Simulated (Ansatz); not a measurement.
Calculated with Ansatz (gas phase, PBE0-D4/def2-TZVP geometries, no zero-point term in ΔE). CCSD(T)/CBS adds triple-zeta CCSD(T) − MP2 to the extrapolated MP2 energy (def2 sets, frozen cores). DFT in def2-TZVPP. B3LYP here is the variant with VWN-RPA as its local correlation; programs differ in this. def2 core potentials past Kr. For Sn outer-core shells are correlated without core-valence functions, which leaves a few kJ/mol of doubt a bond. One conformer a species, not always the lowest.

Consider the substitution at a C–C bond: `CC(C)CC(C)C` + `[NH2][Sn][OH]` → `C[O][Sn][NH2]` + `CCCC(C)C`.

```json
{"level": "PBE-D4", "ΔE (kJ/mol)": "54.2", "difference from CCSD(T)/CBS": "-8.3"}
{"level": "r2SCAN-D4", "ΔE (kJ/mol)": "56.8", "difference from CCSD(T)/CBS": "-5.7"}
{"level": "B3LYP-D4", "ΔE (kJ/mol)": "50.8", "difference from CCSD(T)/CBS": "-11.7"}
{"level": "ωB97M-V", "ΔE (kJ/mol)": "60.2", "difference from CCSD(T)/CBS": "-2.3"}
{"level": "B2PLYP", "ΔE (kJ/mol)": "54.9", "difference from CCSD(T)/CBS": "-7.6"}
{"level": "PBE", "ΔE (kJ/mol)": "52.9", "difference from CCSD(T)/CBS": "-9.6"}
{"level": "r2SCAN", "ΔE (kJ/mol)": "56.0", "difference from CCSD(T)/CBS": "-6.5"}
{"level": "PBE0", "ΔE (kJ/mol)": "56.4", "difference from CCSD(T)/CBS": "-6.1"}
{"level": "B3LYP", "ΔE (kJ/mol)": "49.2", "difference from CCSD(T)/CBS": "-13.3"}
{"level": "HF/def2-TZVPP", "ΔE (kJ/mol)": "49.0", "difference from CCSD(T)/CBS": "-13.5"}
{"level": "CCSD/def2-TZVPP", "ΔE (kJ/mol)": "60.0", "difference from CCSD(T)/CBS": "-2.5"}
{"level": "HF/def2-QZVPP", "ΔE (kJ/mol)": "48.9", "difference from CCSD(T)/CBS": "-13.6"}
{"level": "MP2/def2-QZVPP", "ΔE (kJ/mol)": "68.0", "difference from CCSD(T)/CBS": "5.5"}
{"level": "SCS-MP2/def2-QZVPP", "ΔE (kJ/mol)": "62.3", "difference from CCSD(T)/CBS": "-0.2"}
{"level": "HF/CBS(def2)", "ΔE (kJ/mol)": "48.8", "difference from CCSD(T)/CBS": "-13.7"}
{"level": "CCSD/CBS(def2)", "ΔE (kJ/mol)": "62.0", "difference from CCSD(T)/CBS": "-0.5"}
{"level": "CCSD(T)/CBS", "ΔE (kJ/mol)": "62.5", "difference from CCSD(T)/CBS": "0"}
```

Largest T1 diagnostic among the species: 0.017.

In def2-TZVPP, CCSD(T) changes the Hartree–Fock value by +11.5 kJ/mol (the triples alone add +0.5 kJ/mol) and MP2 by +17.9 kJ/mol. From PBE to PBE0 (25 % exact exchange), in def2-TZVPP and without D4, ΔE moves by +3.6 kJ/mol.
